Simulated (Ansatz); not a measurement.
`O[SiH]([SiH3])P` + `CC` → `CC[SiH](O)P` + SiH₄  (formal exchange of groups at the Si–Si bond)

Calculated with Ansatz (gas phase, PBE0-D4/def2-TZVP geometries, no zero-point term in ΔE). CCSD(T)/CBS adds triple-zeta CCSD(T) − MP2 to the extrapolated MP2 energy (def2 sets, frozen cores). This one scheme is used for every species. Functionals use def2-TZVPP. One conformer a species, not always the lowest.

CCSD(T)/CBS gives +0.03 eV.

Another level gave +0.14 eV. Which?
A. CCSD/def2-TZVPP
B. PBE0-D4/def2-TZVPP
C. PBE/def2-TZVPP
D. MP2/def2-TZVPP

B. PBE0-D4 0.14, MP2/def2-TZVPP -0.04, CCSD/def2-TZVPP 0.02, PBE 0.19 eV.

Largest T1 diagnostic among the species: 0.014.

From PBE to PBE0 (25 % exact exchange), in def2-TZVPP and without D4, ΔE moves by −0.03 eV. The D4 term adds −0.04 eV with B3LYP and −0.03 eV with PBE0; it sums over pairs of atoms, weighted by their polarisabilities, and B3LYP, whose exchange is more repulsive, gets the larger term.

B3LYP here is the variant with VWN-RPA as its local correlation; programs differ in this.
